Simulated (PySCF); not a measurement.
C₅H₅Cl, SMILES CC#C/C=C\Cl. Heavy atoms are numbered as in [CH3:1][C:2]#[C:3]/[CH:4]=[CH:5]\[Cl:6]. Hydrogens are named by the atom that carries them.

Geometry optimised at PBE0-D3(BJ)/def2-SVP. The structure was generated by enumeration; whether it is a known compound was not checked.

Level of theory: PBE/def2-TZVP in PySCF.

Atomic charges (e), one atom of each kind:

```tsv
atom	IAO	Löwdin
C1 (CH3)	___	-0.29
C2	-0.02	-0.08
C3	-0.07	-0.09
C4 (CH)	___	-0.21
C5 (CH)	-0.17	-0.47
Cl6	___	0.40
H on C1	0.18	0.15
H on C4	___	0.17
H on C5	0.17	0.13
```

**Question.** What belongs in the gaps? (The exact figures need the calculation; the answer reports its results.)

**Answer.** 
- C1 (CH3), IAO: -0.44
- C4 (CH), IAO: -0.18
- Cl6, IAO: 0.01
- H on C4, IAO: 0.18

Computed Mayer and Wiberg (Löwdin basis) orders of the bonds:
```
bond    Mayer  Wiberg
------  -----  ------
C1–C2    1.02    1.40
C2–C3    2.70    2.64
C3–C4    1.28    1.39
C4–C5    1.83    1.99
C5–Cl6   1.16    1.78
```
